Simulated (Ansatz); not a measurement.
Mulliken charges of C4H3IO, SMILES `Ic1ccco1` from PBE/def2-TZVPP in Ansatz (PBE0-D4/def2-TZVP geometry).

```tsv
atom	x (Å)	y (Å)	z (Å)	charge (e)
I1	0.370	1.017	-2.971	0.030
C2	0.120	0.375	-1.042	0.103
C3	0.631	-0.687	-0.373	-0.213
C4	0.090	-0.604	0.944	-0.132
C5	-0.699	0.494	0.962	-0.025
O6	-0.690	1.104	-0.249	-0.153
H7	1.304	-1.429	-0.769	0.126
H8	0.269	-1.278	1.766	0.123
H9	-1.308	0.962	1.717	0.140
```

Task: By hand: the dipole of these point charges (1 e Å = 4.8032 D).

Result: Σ q r = (0.014, -0.089, 0.133) e Å, of length 0.161 e Å = 0.77 D.

Task: How does the dipole of the full density compare? (Estimate.)

Result: Computed: (0.028, -0.147, 0.210) e Å, 1.24 D; the point charges give 0.62 times that, at 2° from its direction.

Point charges leave out the atoms' own dipoles, such as those of lone pairs, and Mulliken's split depends on the basis, so the two needn't agree.
